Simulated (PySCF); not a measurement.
PySCF input (M06-2X/6-311+G**):

```python
from pyscf import gto, dft

mol = gto.M(
    atom='''
    C     1.90359200    0.42503800   -0.27328600
    N     0.69711300    0.61282000    0.45872700
    B    -0.50893500   -0.09882300    0.10302800
    O    -0.47964900   -1.45848400   -0.04558300
    O    -1.70198500    0.56803100   -0.02987900
    H     2.76544700    0.85238400    0.24244700
    H     2.08366700   -0.64140500   -0.47253200
    H     1.82991600    0.89857700   -1.26527000
    H    -1.35794400   -1.83759200   -0.16022300
    H    -1.62467900    1.50580600    0.17276600
    ''',
    basis='6-311+g**',
    charge=0,
    spin=1,
    verbose=4,
)

mf = dft.UKS(mol, xc='m062x').density_fit(auxbasis='def2-universal-jkfit')
mf.grids.level = 4
mf.conv_tol = 1e-9
mf.max_cycle = 100
mf.max_memory = 1500
mf.kernel()
if not mf.converged:
    mf = mf.newton()
    mf.kernel(mf.make_rdm1())
mo, _, stable, _ = mf.stability(return_status=True)
if not stable:
    mf.kernel(mf.make_rdm1(mo, mf.mo_occ))
    stable = mf.stability(return_status=True)[2]
mf.dip_moment()
```

Output:

```
PySCF version 2.14.0

[INPUT] verbose = 4
[INPUT] num. atoms = 10
[INPUT] num. electrons = 39
[INPUT] charge = 0
[INPUT] spin (= nelec alpha-beta = 2S) = 1
[INPUT] symmetry False subgroup None
[INPUT] Mole.unit = angstrom
[INPUT] Symbol           X                Y                Z      unit          X                Y                Z       unit  Magmom
[INPUT]  1 C      1.903592000000   0.425038000000  -0.273286000000 AA    3.597267532913   0.803205412533  -0.516435693678 Bohr   0.0
[INPUT]  2 N      0.697113000000   0.612820000000   0.458727000000 AA    1.317352647874   1.158061963656   0.866868395943 Bohr   0.0
[INPUT]  3 B     -0.508935000000  -0.098823000000   0.103028000000 AA   -0.961747765206  -0.186748404808   0.194694703162 Bohr   0.0
[INPUT]  4 O     -0.479649000000  -1.458484000000  -0.045583000000 AA   -0.906405245922  -2.756135317060  -0.086139385936 Bohr   0.0
[INPUT]  5 O     -1.701985000000   0.568031000000  -0.029879000000 AA   -3.216285518118   1.073423020263  -0.056463126876 Bohr   0.0
[INPUT]  6 H      2.765447000000   0.852384000000   0.242447000000 AA    5.225937442000   1.610772312961   0.458158429722 Bohr   0.0
[INPUT]  7 H      2.083667000000  -0.641405000000  -0.472532000000 AA    3.937559964794  -1.212079784927  -0.892956065093 Bohr   0.0
[INPUT]  8 H      1.829916000000   0.898577000000  -1.265270000000 AA    3.458040070960   1.698064431833  -2.391013773628 Bohr   0.0
[INPUT]  9 H     -1.357944000000  -1.837592000000  -0.160223000000 AA   -2.566142252496  -3.472545608692  -0.302777588856 Bohr   0.0
[INPUT] 10 H     -1.624679000000   1.505806000000   0.172766000000 AA   -3.070198350332   2.845560936727   0.326480423637 Bohr   0.0

nuclear repulsion = 163.878502968312
number of shells = 70
number of NR pGTOs = 215
number of NR cGTOs = 140
basis = 6-311+g**
ecp = {}

******** <class 'pyscf.df.df_jk.DFUKS'> ********
method = DFUKS
initial guess = minao
damping factor = 0
level_shift factor = 0
DIIS = <class 'pyscf.scf.diis.CDIIS'>
diis_start_cycle = 1
diis_space = 8
diis_damp = 0
SCF conv_tol = 1e-09
SCF conv_tol_grad = None
SCF max_cycles = 100
direct_scf = False
number electrons alpha = 20  beta = 19
XC library pyscf.dft.libxc version 7.1.2
    S. Lehtola, C. Steigemann, M. J. T. Oliveira, and M. A. L. Marques,  SoftwareX 7, 1–5 (2018)
XC functionals = m062x
    Y. Zhao and D. G. Truhlar,  Theor. Chem. Acc. 120, 215 (2008)
    Y. Zhao and D. G. Truhlar,  Theor. Chem. Acc. 120, 215 (2008)
radial grids:
    Treutler-Ahlrichs [JCP 102, 346 (1995); DOI:10.1063/1.469408] (M4) radial grids

becke partition: Becke, JCP 88, 2547 (1988); DOI:10.1063/1.454033
pruning grids: <function nwchem_prune>
grids dens level: 4
symmetrized grids: False
atomic radii adjust function: <function treutler_atomic_radii_adjust>
small_rho_cutoff = 0
Set gradient conv threshold to 3.16228e-05
tot grids = 219648
******** <class 'pyscf.df.df.DF'> ********
auxbasis = def2-universal-jkfit
init E= -271.75609766456
  alpha nocc = 20  HOMO = -0.249535604252838  LUMO = -0.0227596336356477
  beta  nocc = 19  HOMO = -0.298605668779565  LUMO = -0.249535604252838

WARN: HOMO -0.249535604252838 >= LUMO -0.249535604252838

cycle= 1 E= -271.094079057795  delta_E= 0.662  |g|= 0.54  |ddm|= 1.78
  alpha nocc = 20  HOMO = -0.284991234332279  LUMO = 0.00290686427494872
  beta  nocc = 19  HOMO = -0.282534234466049  LUMO = -0.0704627229400074
  HOMO = -0.282534234466  LUMO = -0.07046272294  gap/eV = 5.77076
cycle= 2 E= -271.081373618756  delta_E= 0.0127  |g|= 0.619  |ddm|= 0.829
  alpha nocc = 20  HOMO = -0.32297107572752  LUMO = 0.000613000692897296
  beta  nocc = 19  HOMO = -0.313591950897642  LUMO = -0.0747933895283026
  HOMO = -0.313591950898  LUMO = -0.0747933895283  gap/eV = 6.49804
cycle= 3 E= -271.209126269815  delta_E= -0.128  |g|= 0.0444  |ddm|= 0.408
  alpha nocc = 20  HOMO = -0.338563714464958  LUMO = 0.000628366559453752
  beta  nocc = 19  HOMO = -0.327480607953262  LUMO = -0.0771088092171617
  HOMO = -0.327480607953  LUMO = -0.0771088092172  gap/eV = 6.81296
cycle= 4 E= -271.210251098894  delta_E= -0.00112  |g|= 0.0237  |ddm|= 0.0716
  alpha nocc = 20  HOMO = -0.332894481938605  LUMO = 0.000745205614677502
  beta  nocc = 19  HOMO = -0.319297417279905  LUMO = -0.0665357839455218
  HOMO = -0.31929741728  LUMO = -0.0665357839455  gap/eV = 6.87799
cycle= 5 E= -271.210603534051  delta_E= -0.000352  |g|= 0.00937  |ddm|= 0.023
  alpha nocc = 20  HOMO = -0.335613056678753  LUMO = 0.000604146794056959
  beta  nocc = 19  HOMO = -0.320487001569266  LUMO = -0.0656144495263931
  HOMO = -0.320487001569  LUMO = -0.0656144495264  gap/eV = 6.93544
cycle= 6 E= -271.210693351855  delta_E= -8.98e-05  |g|= 0.00239  |ddm|= 0.0156
  alpha nocc = 20  HOMO = -0.336090360276799  LUMO = 0.000599655916271757
  beta  nocc = 19  HOMO = -0.320451833185142  LUMO = -0.0651105408435875
  HOMO = -0.320451833185  LUMO = -0.0651105408436  gap/eV = 6.94819
cycle= 7 E= -271.21070638921  delta_E= -1.3e-05  |g|= 0.00148  |ddm|= 0.00592
  alpha nocc = 20  HOMO = -0.336010165781425  LUMO = 0.000612098543349759
  beta  nocc = 19  HOMO = -0.320305143765907  LUMO = -0.0649121742211598
  HOMO = -0.320305143766  LUMO = -0.0649121742212  gap/eV = 6.94960
cycle= 8 E= -271.210710162098  delta_E= -3.77e-06  |g|= 0.000836  |ddm|= 0.00264
  alpha nocc = 20  HOMO = -0.335982803065001  LUMO = 0.000609287364206068
  beta  nocc = 19  HOMO = -0.320284976288441  LUMO = -0.0648961849660381
  HOMO = -0.320284976288  LUMO = -0.064896184966  gap/eV = 6.94948
cycle= 9 E= -271.210712850906  delta_E= -2.69e-06  |g|= 0.000619  |ddm|= 0.00235
  alpha nocc = 20  HOMO = -0.335928960381427  LUMO = 0.000607805501385172
  beta  nocc = 19  HOMO = -0.320290172933941  LUMO = -0.0649231692158274
  HOMO = -0.320290172934  LUMO = -0.0649231692158  gap/eV = 6.94889
cycle= 10 E= -271.210715691329  delta_E= -2.84e-06  |g|= 0.00046  |ddm|= 0.003
  alpha nocc = 20  HOMO = -0.335738952469521  LUMO = 0.000612310486108214
  beta  nocc = 19  HOMO = -0.320250110718874  LUMO = -0.0648966129751649
  HOMO = -0.320250110719  LUMO = -0.0648966129752  gap/eV = 6.94852
cycle= 11 E= -271.210718354175  delta_E= -2.66e-06  |g|= 0.000225  |ddm|= 0.00483
  alpha nocc = 20  HOMO = -0.335654995937201  LUMO = 0.000612624163061071
  beta  nocc = 19  HOMO = -0.320259710850095  LUMO = -0.0649064420627994
  HOMO = -0.32025971085  LUMO = -0.0649064420628  gap/eV = 6.94852
cycle= 12 E= -271.210718815245  delta_E= -4.61e-07  |g|= 9.4e-05  |ddm|= 0.00249
  alpha nocc = 20  HOMO = -0.335638259458955  LUMO = 0.000610093660657895
  beta  nocc = 19  HOMO = -0.320261809077508  LUMO = -0.0649115298566478
  HOMO = -0.320261809078  LUMO = -0.0649115298566  gap/eV = 6.94844
cycle= 13 E= -271.210718836886  delta_E= -2.16e-08  |g|= 5.55e-05  |ddm|= 0.000451
  alpha nocc = 20  HOMO = -0.335637124882876  LUMO = 0.000610458386283597
  beta  nocc = 19  HOMO = -0.320270321919928  LUMO = -0.0649159649024469
  HOMO = -0.32027032192  LUMO = -0.0649159649024  gap/eV = 6.94855
cycle= 14 E= -271.210718839525  delta_E= -2.64e-09  |g|= 2.28e-05  |ddm|= 0.000146
  alpha nocc = 20  HOMO = -0.33562931534657  LUMO = 0.000610792304829744
  beta  nocc = 19  HOMO = -0.320265583668526  LUMO = -0.0649088497877557
  HOMO = -0.320265583669  LUMO = -0.0649088497878  gap/eV = 6.94861
cycle= 15 E= -271.210718839848  delta_E= -3.23e-10  |g|= 1.08e-05  |ddm|= 3.08e-05
  alpha nocc = 20  HOMO = -0.335633829644233  LUMO = 0.000610432143410833
  beta  nocc = 19  HOMO = -0.320271498464553  LUMO = -0.0649120573904476
  HOMO = -0.320271498465  LUMO = -0.0649120573904  gap/eV = 6.94868
Extra cycle  E= -271.210718839899  delta_E= -5.08e-11  |g|= 1.02e-05  |ddm|= 1.98e-05
converged SCF energy = -271.210718839899  <S^2> = 0.75385969  2S+1 = 2.003856
uhf_internal: lowest eigs of H = [0.08879069 0.3971534  0.43173803]
<class 'pyscf.df.df_jk.DFUKS'> wavefunction is stable in the internal stability analysis
Dipole moment(X, Y, Z, Debye):  0.00743,  0.54827, -1.08919
```

The geometry given is a B3LYP-D3(BJ)/def2-TZVP minimum.
